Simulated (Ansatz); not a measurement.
**From B to In: the atomisation energy (no zero-point term)**

One atom is swapped for its congeners: BH2(SH); AlH2(SH); GaH2(SH); InH2(SH). All are singlets with charge 0.

Shapes, held fixed at every level: PBE0-D4/def2-TZVP. Programs: Ansatz 0.2.0. Values in eV.

**Question.** How should the atomisation energy change along the series?

**Answer.** At CCSD(T)/def2-TZVPP the atomisation energy falls at every step, from 15.92 to 11.44 eV. Every level shows the same order. For atoms past krypton def2 sets carry core potentials with scalar relativity. Relativity is left out for Ga unless named. Correlated rows may include outer-core shells of Ga, In, which these sets cover unevenly. Spin-orbit coupling, which grows down the group, is left out (summed over each molecule's free atoms 0.03, 0.03, 0.09, 0.21 eV).

```tsv
level	BH2(SH)	AlH2(SH)	GaH2(SH)	InH2(SH)
HF/def2-SVP	12.66	10.10	9.20	8.05
HF/def2-TZVPP	12.58	10.16	9.24	8.24
PBE-D4/def2-TZVPP	16.52	13.36	12.60	11.54
wB97X-V/def2-TZVPP	16.43	13.69	12.87	11.87
MP2/def2-SVP	15.51	12.51	11.79	10.58
CCSD/def2-TZVPP	15.73	13.08	12.39	11.27
CCSD(T)/def2-TZVPP	15.92	13.23	12.55	11.44
```
